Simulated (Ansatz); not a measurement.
Isolated molecules relaxed with PBE0-D4/def2-TZVP in Ansatz; ΔE leaves out vibrations. CBS: MP2 limit from def2 TZ/QZ plus the TZ coupled-cluster correction, frozen cores. This one scheme is used for every species. DFT in def2-TZVPP. One conformer a species, not always the lowest.

`CC(=N)BO` + `C#CF` → `C#CBO` + `CC(=N)F`  (formal exchange of groups at a B–C bond)

`CC(=N)BO`:

Cartesian coordinates in Å:
```
C 0.680 0.539 1.023
C -0.474 -0.110 0.316
N -1.584 -0.415 0.869
B -0.356 -0.461 -1.218
O 0.802 -0.149 -1.844
H 1.573 -0.088 0.952
H 0.937 1.488 0.542
H 0.456 0.722 2.076
H -1.581 -0.155 1.861
H -1.261 -0.983 -1.803
H 0.808 -0.388 -2.774
```

`C#CF`:

```xyz
4

C     0.280   -0.008   -0.584
C    -0.235    0.007    0.491
F    -0.784    0.022    1.636
H     0.739   -0.021   -1.543
```

`C#CBO`:

```xyz
7

C     1.434   -1.009    0.481
C     0.508   -0.250    0.328
B    -0.663    0.716    0.145
O    -1.435    0.683   -0.962
H     2.253   -1.676    0.622
H    -0.932    1.530    0.976
H    -1.165    0.006   -1.590
```

`CC(=N)F`:

```xyz
8

C    -0.764    0.073   -0.321
C     0.443   -0.074    0.537
N     1.659   -0.118    0.266
F     0.094   -0.173    1.828
H    -0.492    0.156   -1.372
H    -1.421   -0.789   -0.183
H    -1.324    0.961   -0.020
H     1.806   -0.035   -0.735
```

Problem. Is it downhill or uphill in electronic energy at CCSD(T)/CBS, and by how much? (Estimate.)

Solution. The calculation gave: Downhill: ΔE = -158.3 kJ/mol.

Problem. What do these levels give: PBE0-D4, ωB97X-V, r2SCAN, CCSD/def2-TZVPP, CCSD(T)/def2-TZVPP, HF/def2-QZVPP? (An estimate is asked.)

Solution. The calculation gave: PBE0-D4 -156.0, ωB97X-V -156.7, r2SCAN -167.4, CCSD/def2-TZVPP -157.2, CCSD(T)/def2-TZVPP -156.9, HF/def2-QZVPP -169.0 kJ/mol.

Largest T1 diagnostic among the species: 0.015.

In def2-TZVPP, CCSD(T) changes the Hartree–Fock value by +12.0 kJ/mol (the triples alone add +0.3 kJ/mol) and MP2 by +6.9 kJ/mol. The D4 term adds +3.4 kJ/mol with B3LYP and +1.9 kJ/mol with PBE0; it sums over pairs of atoms, weighted by their polarisabilities, and B3LYP, whose exchange is more repulsive, gets the larger term.

B3LYP here is the variant with VWN-RPA as its local correlation; programs differ in this.
